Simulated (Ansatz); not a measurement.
Question: Name a neutral molecule of C, S, Si and H with size of the dipole moment (ωB97M-V/def2-TZVPP) between 1.20 and 1.50 D and HOMO–LUMO gap (ωB97M-V/def2-TZVPP) between 10.30 and 10.60 eV (Ansatz, PBE0-D4/def2-TZVP geometry).

Answer: `CC#CS[SiH3]` (1.49 D, 10.32 eV); `CS[SiH]1CC1` (1.37 D, 10.49 eV); `C1CSC[SiH2]1` (1.29 D, 10.53 eV); `C[SiH2]SS` (1.43 D, 10.31 eV); `C1[SiH2]SCS1` (1.39 D, 10.47 eV); `C[SiH2]CSS` (1.50 D, 10.48 eV). Other molecules can fit too; these were computed, each in one conformer that needn't be the lowest.
